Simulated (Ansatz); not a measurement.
Species: H3GaS3, SMILES `[SH][Ga]([SH])[SH]` (charge 0, multiplicity 1).

**Question.** Give a relaxed geometry from r2SCAN-D4/def2-TZVP (Ansatz, a program for electronic structure).

**Answer.** One answer among several that fit: the end point of this relaxation, one of several conformers (outside a Z-matrix the atoms follow the SMILES, hydrogens last).
Z-matrix (Å, degrees):
```
Ga
S 1 2.1918
H 2 1.3447 1 93.14
S 1 2.1949 2 116.97 3 -179.96
H 4 1.3443 1 93.90 2 -179.82
S 1 2.1980 2 119.15 3 0.07
H 6 1.3444 1 94.23 2 -179.76
```
